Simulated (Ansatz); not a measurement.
`C/C(F)=C(\F)C(F)(F)F` + `CO[Si](N)(F)F` → `CN[Si](F)(F)OC` + `F/C=C(\F)C(F)(F)F`  (substitution at a C–C bond)

Computed with Ansatz on PBE0-D4/def2-TZVP structures; ΔE is electronic, products minus reactants. CCSD(T)/CBS is the MP2 limit (def2-TZVPP, def2-QZVPP) plus CCSD(T) − MP2 in def2-TZVPP, frozen cores. Double bonds are as drawn, so ΔE can hold a change between cis and trans. Functionals use def2-TZVPP. Each species was taken in one conformer, which may not be the lowest.

```
        level  ΔE (kcal/mol)
    r2SCAN-D4           15.2
HF/def2-QZVPP           12.6
```

Task: What does CCSD(T)/CBS give? (Estimate.)

Result: Ansatz gave: +14.1 kcal/mol. The listed levels differ from it by 1.1, -1.5 kcal/mol.

Largest T1 diagnostic among the species: 0.013.

In def2-TZVPP, CCSD(T) changes the Hartree–Fock value by +1.1 kcal/mol (the triples alone add +0.2 kcal/mol) and MP2 by +1.9 kcal/mol.
